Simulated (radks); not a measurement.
Species: Sb2+. Configuration: [Kr] 4d10 5s2 5p1. Method: scalar-relativistic Kohn-Sham, r2SCAN, spin-unpolarised, spherical densities, finite nucleus; meta-GGA in the generalised Kohn-Sham scheme; Fermi nuclear charge, rms radius 4.6802 fm; computed with a radial shooting solver on a logarithmic mesh with Libxc functionals.

Local quantities along the radius. ELF = 1/(1 + alpha^2) is the electron localisation function; alpha = (tau - tau_W)/tau_unif compares the Pauli kinetic energy density with that of the uniform gas. tau is taken from the large components.

```
   r/bohr * ELF (the largest magnitude, 0.999, reaches the edge; | marks zero)
 0.001138 |                                                      *
 0.001518 |                                                      *
 0.002009 |                                                      *
  0.00268 |                                                      *
 0.003574 |                                                      *
 0.004729 |                                                      *
 0.006307 |                                                      *
 0.008412 |                                                      *
  0.01122 |                                                      *
  0.01485 |                                                     *
   0.0198 |                                                  *
  0.02641 |                                      *
  0.03494 |                     *
   0.0466 |                 *
  0.06216 |                              *
   0.0829 |                                        *
   0.1097 |                                    *
   0.1463 |                   *
   0.1951 |                      *
   0.2582 |                                       *
   0.3444 |                                       *
   0.4593 |            *
   0.6126 |                     *
   0.8105 |                                         *
    1.081 |                                   *
    1.442 |                 *
    1.908 |               *
    2.544 |                            *
    3.394 |                      *
    4.526 |  *
    5.989 *
```

On this mesh the ELF has minima near r = 0.040, 0.17, 0.53, 1.7 bohr, which separate the shells, and maxima near 0.095 (0.75), 0.30 (0.77), 0.81 (0.76), 2.9 (0.55).

Self-consistent cycle (total energy in hartree, residual of the potential): 1: -6476.579962, 6e+00; 2: -6479.994827, 3e+00; 3: -6481.146590, 7e-01; 4: -6481.234000, 2e-01; 5: -6481.243121, 7e-03; 6: -6481.243270, 3e-03; 7: -6481.243301, 9e-04; 8: -6481.243297, 4e-05; 9: -6481.243297, 9e-06; 10: -6481.243297, 7e-06; 11: -6481.243297, 3e-06.
